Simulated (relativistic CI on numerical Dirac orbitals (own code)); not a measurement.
# Crystal-field levels of Sm⁴⁺, 4f4

Calculated by Dirac-Coulomb-Breit CI, separate exchange-only KLI orbitals for each configuration, QED by a radiative potential, valence Slater integrals scaled by 0.75, one configuration in a parametric crystal field (own radial code).

Field parameters in Wybourne normalisation; cubic f-shell fields have B⁴₄ = √(5/14) B⁴₀ and B⁶₄ = −√(7/2) B⁶₀. The field is a parameter set, without covalency.

S is read from ⟨S²⟩ = S(S + 1).

Levels (cm⁻¹, degeneracy): 0 (2), 95 (3), 339 (1), 588 (3), 2017 (3), 2190 (3), 2270 (2), 2365 (3), 4045 (2), 4060 (3), 4251 (1), 4288 (3).

(1) Which field gives this pattern?
A. Oh, B40 = 2600, B60 = 1210 cm⁻¹
B. Oh, B40 = -2120, B60 = 620 cm⁻¹
C. Oh, B40 = -2560, B60 = -750 cm⁻¹
D. Oh, B40 = 600, B60 = 720 cm⁻¹

## Answers

(1) C. Oh, B40 = -2560, B60 = -750 cm⁻¹, ground level with S = 1.97.
